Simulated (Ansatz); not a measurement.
Geometry optimisation, RKS LDA/def2-SVP (Ansatz).

Input:

```yaml
crystal:
  periodic: [false, false, false]
  atoms:
    - { symbol: B, position_ang: [-0.053468, 0.067541, 0.179414] }
    - { symbol: Cl, position_ang: [-0.129282, 0.876866, 1.801842] }
    - { symbol: H, position_ang: [1.019788, -0.292866, -0.241486] }
    - { symbol: Cl, position_ang: [-1.453244, 0.135997, -0.845625] }
    - { symbol: P, position_ang: [-0.204701, -2.931565, 1.007634] }
    - { symbol: H, position_ang: [-0.848431, -2.427104, -0.176379] }
    - { symbol: H, position_ang: [1.104653, -2.583662, 0.521756] }
    - { symbol: H, position_ang: [-0.350515, -1.683908, 1.690043] }
basis:
  gaussian: { orbitals: def2-SVP }
hamiltonian:
  xc: lda
relax:
  f_tol: 0.03
  max_steps: 50
```

Run as:

```bash
$ ansatz run input.yaml --threads 2 --pin off --max-ram 3072MiB --backend cpu --events-out ev --progress --plain --runs-dir out
```

Q: Where does it end, and by what steps?

A: The forces met the threshold. The force dipped under the threshold on the way, but the program's further checks kept it going. After 11 steps the energy has fallen by 0.097 eV; H8 moved furthest, 0.32 Å.

| step | energy less start (eV) | largest force component (eV/Å) | accepted |
| --- | --- | --- | --- |
| 0 | 0.0000 | 1.135 | yes |
| 1 | -0.0583 | 0.943 | yes |
| 2 | -0.0362 | 0.829 | no |
| 3 | -0.0614 | 0.838 | yes |
| 4 | -0.0802 | 0.424 | yes |
| 5 | -0.0940 | 0.062 | yes |
| 6 | -0.0949 | 0.043 | yes |
| 7 | -0.0958 | 0.009 | yes |
| 8 | -0.0960 | 0.111 | yes |
| 9 | -0.0949 | 0.153 | no |
| 10 | -0.0968 | 0.042 | yes |
| 11 | -0.0970 | 0.004 | yes |

```xyz
8
Properties=species:S:1:pos:R:3
B -0.033 0.255 0.131
Cl -0.251 0.925 1.718
H 1.063 -0.125 -0.219
Cl -1.359 0.229 -0.991
P -0.186 -3.095 1.018
H -0.967 -2.436 -0.001
H 1.050 -2.663 0.414
H -0.232 -1.929 1.867
```

Whether the end is a true minimum wasn't checked by a vibrational analysis.

Run time: 8.2 s on 2 threads of Intel(R) Xeon(R) 6975P-C (Granite Rapids), with other jobs on the host, peak memory 0.14 GiB.
